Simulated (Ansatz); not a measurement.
Geometry optimisation, RKS r2SCAN-D4/def2-SVP (Ansatz 0.2.0).

input.yaml

```yaml
crystal:
  periodic: [false, false, false]
  atoms:
    - { symbol: Al, position_ang: [0.007034, 0.244628, -0.012199] }
    - { symbol: Cl, position_ang: [0.003539, 0.448538, 2.161517] }
    - { symbol: F, position_ang: [1.427688, 0.375137, -0.82875] }
    - { symbol: F, position_ang: [-1.423797, 0.183406, -0.820795] }
    - { symbol: Br, position_ang: [0.033824, -3.161063, 1.154804] }
    - { symbol: H, position_ang: [0.129311, -2.118547, 2.232223] }
basis:
  gaussian: { orbitals: def2-SVP }
hamiltonian:
  xc: r2scan
  dispersion: d4
relax:
  f_tol: 0.03
  max_steps: 50
output:
  orbitals: {}
```

Command:

```bash
$ ansatz run input.yaml --threads 4 --pin off --max-ram 5120MiB --backend cpu --events-out ev --progress --plain --runs-dir out
```

**Question.** Where does it end, and by what steps?

**Answer.** The forces met the threshold. After 9 steps the energy has fallen by 0.424 eV; Br5 moved furthest, 0.68 Å. Joined: Al1–Br5 (3.60 → 2.66 Å).

```csv
step,energy less start (eV),largest force component (eV/Å),accepted
0,0.0000,1.432,yes
1,-0.1805,0.402,yes
2,-0.2859,0.447,yes
3,-0.3947,0.548,yes
4,-0.3654,0.944,no
5,-0.4177,0.266,yes
6,-0.4216,0.127,yes
7,-0.4234,0.060,yes
8,-0.4237,0.081,yes
9,-0.4245,0.006,yes
```

```xyz
6
Properties=species:S:1:pos:R:3
Al 0.002 -0.008 0.160
Cl -0.011 0.667 2.154
F 1.419 0.090 -0.692
F -1.426 -0.008 -0.679
Br 0.094 -2.595 0.788
H 0.098 -2.174 2.157
```

Whether the end is a true minimum wasn't checked by a vibrational analysis.

Run time: 28 s on 4 threads of Arm Neoverse V1, with other jobs on the host, peak memory 0.18 GiB.
